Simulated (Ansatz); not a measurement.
Calculated with Ansatz (gas phase, PBE0-D4/def2-TZVP geometries, no zero-point term in ΔE). CBS: MP2 limit from def2 TZ/QZ plus the TZ coupled-cluster correction, frozen cores. DFT in def2-TZVPP. For Br outer-core shells are correlated without core-valence functions, which leaves a few kJ/mol of doubt a bond. Scalar relativity is left out up to krypton. Each species was taken in one conformer, which may not be the lowest.

`[SiH3]O[SiH2]Br` + `OCF` → `FCO[SiH2]Br` + `O[SiH3]`  (ligand exchange at the Si–O bond)

```json
{"level": "r2SCAN-D4", "ΔE (kJ/mol)": "23.2"}
{"level": "ωB97M-V", "ΔE (kJ/mol)": "23.1"}
{"level": "B2PLYP", "ΔE (kJ/mol)": "24.2"}
{"level": "PBE", "ΔE (kJ/mol)": "21.8"}
{"level": "r2SCAN", "ΔE (kJ/mol)": "23.1"}
{"level": "PBE0", "ΔE (kJ/mol)": "24.0"}
{"level": "CCSD(T)/def2-TZVPP", "ΔE (kJ/mol)": "24.3"}
{"level": "CCSD/CBS(def2)", "ΔE (kJ/mol)": "25.6"}
```

(1) What does CCSD(T)/CBS give? (Best estimate.)

Largest T1 diagnostic among the species: 0.011.

Answers

(1) The calculation gave: +24.5 kJ/mol. The listed levels differ from it by -1.3, -1.4, -0.3, -2.7, -1.4, -0.5, -0.2, 1.1 kJ/mol.

In def2-TZVPP, CCSD(T) changes the Hartree–Fock value by −5.7 kJ/mol (the triples alone add −1.1 kJ/mol) and MP2 by −6.3 kJ/mol.
